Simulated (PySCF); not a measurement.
`InChI=1S/C4H9FGeO/c1-7-3-2-6-4(3)5/h3-4H,2,6H2,1H3/t3-,4+/m1/s1`

Molfile (atoms numbered from 1):
```
C4H9FGeO
     RDKit          3D

 16 16  0  0  0  0  0  0  0  0999 V2000
    2.1965    0.4826   -0.0210 C   0  0  0  0  0  0  0  0  0  0  0  0
    0.9625   -0.0517   -0.4368 O   0  0  0  0  0  0  0  0  0  0  0  0
    0.1345   -0.5424    0.5984 C   0  0  2  0  0  0  0  0  0  0  0  0
   -0.9420   -1.3484   -0.1375 C   0  0  0  0  0  0  0  0  0  0  0  0
   -1.8219    0.3885   -0.5499 Ge  0  0  0  0  0  4  0  0  0  0  0  0
   -0.7553    0.5896    1.1334 C   0  0  2  0  0  0  0  0  0  0  0  0
   -0.0953    1.7430    1.4839 F   0  0  0  0  0  0  0  0  0  0  0  0
    2.7781   -0.2710    0.5234 H   0  0  0  0  0  0  0  0  0  0  0  0
    2.0738    1.3657    0.6106 H   0  0  0  0  0  0  0  0  0  0  0  0
    2.7264    0.7607   -0.9300 H   0  0  0  0  0  0  0  0  0  0  0  0
    0.7290   -1.0814    1.3488 H   0  0  0  0  0  0  0  0  0  0  0  0
   -1.5191   -1.9669    0.5465 H   0  0  0  0  0  0  0  0  0  0  0  0
   -0.5221   -1.9662   -0.9240 H   0  0  0  0  0  0  0  0  0  0  0  0
   -3.3291    0.5162   -0.4619 H   0  0  0  0  0  0  0  0  0  0  0  0
   -1.3217    1.1275   -1.7495 H   0  0  0  0  0  0  0  0  0  0  0  0
   -1.3019    0.2632    2.0244 H   0  0  0  0  0  0  0  0  0  0  0  0
  1  2  1  0
  2  3  1  0
  3  4  1  0
  4  5  1  0
  5  6  1  0
  6  7  1  0
  6  3  1  0
  1  8  1  0
  1  9  1  0
  1 10  1  0
  3 11  1  1
  4 12  1  0
  4 13  1  0
  5 14  1  0
  5 15  1  0
  6 16  1  1
M  END
```

The calculation used TDDFT LC-wPBE/aug-cc-pVDZ circular dichroism and optical rotation, one conformer, gas phase (PySCF). Geometry: GFN2-xTB.

The molecule is flexible and this is one conformer; a measurement averages over conformers. The calculation is non-relativistic, which matters for the atoms heavier than Zn.

(1) Draw the ECD and absorption spectra from the lowest 8 states, each a Gaussian of half-width 0.35 eV at 1/e height.

Answers

(1) 
```csv
E (eV),λ (nm),Δε (L mol⁻¹ cm⁻¹),ε (L mol⁻¹ cm⁻¹)
6.62,187,+1.19,230
6.77,183,+2.94,706
6.92,179,+4.31,1590
7.07,175,+2.22,2780
7.22,172,-4.35,3990
7.37,168,-10.92,5010
7.52,165,-11.30,5580
7.67,162,-4.15,5390
7.82,159,+6.05,4490
```
Δε uses R in velocity form, ε uses f in length form. Only the states computed contribute, so the short-wavelength end is incomplete.
